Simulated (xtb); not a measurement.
WS2ClBr, SMILES [S]=[W](=[S])([Cl])[Br], multiplicity 1. All values are semi-empirical tight-binding results from xtb (GFN2-xTB unless named), good for trends rather than for accurate numbers. Geometry: GFN2-xTB. The multiplicity is an assumed one; no other spin state was optimised. The structure was generated by enumeration; whether it is a known compound was not checked.

Optimised geometry:

```xyz
5

W     -0.0056    -0.3036     0.0000
S      1.1820    -0.8565    -1.7349
S      1.1820    -0.8565     1.7349
Cl    -1.9026    -1.3215     0.0000
Br    -0.1447     2.0668     0.0000
```

For metal compounds this method's bond lengths and energies can be far off.

Estimate the properties. (The exact figures need the calculation; the answer reports its results.)


```json
{
  "point_group_as_xtb_finds_it": "Cs",
  "orbital_gap": "1.65 eV",
  "zero_point_energy": "3.2 kcal/mol",
  "G − E(el) at 298.15 K (modified RRHO)": "-19.4 kcal/mol"
}
```

Give the atomic charges and the Wiberg bond orders between heavy atoms. (The exact figures need the calculation; the answer reports its results.)

charges (e) W1 0.52, S2 -0.21, S3 -0.21, Cl4 -0.06, Br5 -0.02. Bond orders W1–S2 2.32, W1–S3 2.32, W1–Cl4 1.38, W1–Br5 1.34.
